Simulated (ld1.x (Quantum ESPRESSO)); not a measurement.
magnesium: excitation energies, all-electron against TM

| Property | Result |
| --- | --- |
| Element | Mg (Z = 12) |
| Generator | ld1.x (Quantum ESPRESSO) 7.5 |
| Type | norm-conserving Troullier–Martins (Kleinman–Bylander form) |
| Functional | PBE |
| Relativity | non-relativistic |
| Frozen core | [He] 2s2 |
| Valence charge | 8 |
| Reference configuration | 2p6 3s2 3p0 |
| Partial waves | 3s (bound): rc 1.80 bohr; 2p (bound): rc 1.05 bohr; 3d channel at -0.05 Ry: rc 1.70 bohr |
| Local potential | all-electron potential smoothed inside 1.15 bohr (lloc = -1) |
| Core correction | none |

Energies are relative to the spin-unpolarised reference configuration 2p6 3s2 3p0; without spin polarisation the order of configurations can differ from experiment. Not all tests gave a result: 1 of 7 tests not solved or not reliable. Left out of the table: 2p5 3s2 3p0 (solver errors, printed error -17.0 eV).

(1) Give the all-electron excitation energy and the error of the potential for: 2p6 3s1 3p0; 2p6 3s0 3p0; 2p6 3s1.5 3p0; 2p6 3s0 3p2; 2p6 3s1 3p1; 2p6 3s0 3p1.

Levels in the configuration 2p6 3s1 3p1:

```tsv
level	all-electron (eV)	pseudo (eV)
2p	-48.703	-48.495
3s	-5.657	-5.662
3p	-2.074	-2.055
```

Answers

(1)

```
valence configuration  charge  ΔE all-electron (eV)  error AE − PS (meV)
          2p6 3s1 3p0      +1                 7.949                  +40
          2p6 3s0 3p0      +2                22.950                  +61
        2p6 3s1.5 3p0    +0.5                 3.140                 +7.1
          2p6 3s0 3p2       0                 7.149                  -60
          2p6 3s1 3p1       0                 3.476                  -23
          2p6 3s0 3p1      +1                12.293                  -37
```

These tests converged, but a pseudo level misses the all-electron one widely, so the file describes the atom poorly there or has found another state: 2p6 3s0 3p0: empty 3s by 2.3 eV (a node warning on the way). ld1.x printed “convergence not achieved” for 3 of the counted tests; their residual had stalled under 1e-8, short of the target of 1e-14.
